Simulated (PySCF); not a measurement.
C4H9NSi, SMILES C1C=C(C1)[SiH2]N. Atoms are numbered in the order given.

```xyz
15

N      2.3854    -0.0530     0.6068
Si     1.3148     0.0326    -0.7626
C     -0.4314    -0.0112    -0.1099
C     -0.9372    -0.3483     1.1012
C     -2.3770    -0.0739     0.7342
C     -1.8164     0.3194    -0.6708
H      2.3463     0.6874     1.3047
H      3.3507    -0.3390     0.4578
H      1.6351    -1.1448    -1.6198
H      1.4426     1.2428    -1.6388
H     -0.4626    -0.6974     2.0239
H     -2.8683     0.7455     1.2874
H     -3.0510    -0.9480     0.7444
H     -1.9711     1.3731    -0.9572
H     -2.1555    -0.3210    -1.5023
```

The structure is a stationary point at TPSSh-D3(BJ)/def2-SVP. The structure was generated by enumeration, and PubChem lists no compound with its InChIKey, so it may never have been made. Other conformers were not sampled.

The numbers are results of PBE/def2-TZVP in PySCF, not measurements.

Gas-phase values at a fixed geometry.

### Question
Estimate the frontier levels, gap, dipole moment and polarisability. (Estimate from the structure and the level; the computed values follow.)

### Answer

```json
{
  "highest_occupied_level": "-5.86 eV",
  "lowest_empty_level": "-1.17 eV",
  "orbital_gap": "4.69 eV",
  "dipole_moment": "1.00 D",
  "quadrupole, principal values (traceless, Buckingham form, about the centre of nuclear charge)": "-5.87, -1.69, 7.56 D·Å",
  "mean_static_polarisability": "82.3 bohr³ (12.20 Å³)",
  "polarisability_principal_values": "63.4, 82.3, 101.2 bohr³"
}
```
